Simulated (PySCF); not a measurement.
# Spinor energies of N⁺ (nitrogen, charge +1)

Start: [He] 2s1 2p3; 2s1/2 filled at m_j = +1/2; 2p3/2 filled at m_j = -1/2, +1/2, +3/2. Calculated with PySCF 2.14 in x2c-TZVPall-2c: generalised Hartree-Fock with the X2C-1e Hamiltonian and a Gaussian nucleus; one run each with spin-orbit coupling (SO) switched off, then screened by Boettger's factors. This is a chosen level, not necessarily the ground level.

```
spinor shell  electrons  ε, spin-free (eV)  ε, screened SO (eV)  weight of nominal j (screened SO)  rms radius, screened SO (bohr)
       1s1/2          2            -441.45              -441.45                              1.000                           0.265
       2s1/2          1            -47.849              -47.849                              1.000                            1.32
       2p3/2          3            -31.501              -31.501                              0.666                            1.38
```

```tsv
quantity	spin-free	screened SO
E (hartree)	-53.77368	-53.77368
M_J	2	2
⟨J²⟩	6.000	6.000
⟨L²⟩	0.000	0.000
⟨S²⟩	6.000	6.000
```

Each row is a mean over spinors that exchange with the open shell spreads, by up to 4.937 eV (1s1/2).

Rows whose weight is well below 1 are mixtures of j = l ± 1/2: exchange outweighs spin-orbit coupling there, and the label is only the starting occupation.

Without spin-orbit coupling the j labels of p, d and f shells carry no meaning; the spin-free column gives the mean over the occupied spinors of each nl shell.
